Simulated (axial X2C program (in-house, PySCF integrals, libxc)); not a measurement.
Low determinants of SnHf at the PBE0 level, without spin–orbit coupling

All values were computed with an in-house relativistic program for diatomic molecules. Spin-free means the one-electron spin-free X2C Hamiltonian. Basis: Hf dyall-v2z [11s12p8d6f], Sn dyall-v2z [9s9p7d] (cores contracted in-house); Gaussian nuclei, density fitting, unrestricted open shells. Masses: Hf 179.947 u, Sn 119.902 u.

Search at 2.796 Å (vertical energies from the lowest determinant):

| ΔE (eV) | state | electrons beyond evenly filled partner blocks | electrons in σ, π, δ, φ |
| --- | --- | --- | --- |
| 0.00 | M_S = 2, Λ = 2 | σα, π+α, π-α, δ+α | 47 50 21 4 |
| 0.22 | M_S = 1, Λ = 0 | π+α, π-α | 48 50 20 4 |
| 0.66 | M_S = 1, Λ = 2 | σβ, π+α, π-α, δ+α | 47 50 21 4 |
| 0.66 | M_S = 2, Λ = 1 | σα, 2 × π+α, π-α | 47 51 20 4 |

Lowest determinant, M_S = 2, Λ = 2 (beyond evenly filled blocks: σα, π+α, π-α, δ+α): Re = 2.792 Å, ωe = 169.7 cm⁻¹.

The determinant in row 2 of the search, M_S = 1, Λ = 0 (beyond evenly filled blocks: π+α, π-α), was followed along the bond at PBE0; measured from the minimum of the lowest determinant it gives:

Te = 0.209 eV (1685 cm⁻¹), Re = 2.743 Å, ωe = 189.3 cm⁻¹.

**Question.** Compare the bond of the determinant in row 2 with that of the lowest one.

**Answer.** At PBE0 its Re is 0.049 Å shorter and its force constant, which goes as ωe², is 1.24 times that of the lowest determinant. This determinant mixes spin states, so it has no term energy of its own.

The search compares states at one distance, so a state with another bond length can lie lower; it is not exhaustive and yields mostly the lowest determinant of each block pattern, so other components and higher states of one pattern are missing. These are energies of single determinants, not of spin-adapted states; PBE0 term energies can be off by some tenths of an eV, and the functional has no current term. The lowest determinant need not be the ground state where others lie within half an eV. Spin–orbit coupling is large for these atoms, so the spin-free order is a model. Row 2 is spin-contaminated (⟨S²⟩ = 2.05 against 2.00), so its values are not those of a pure state.
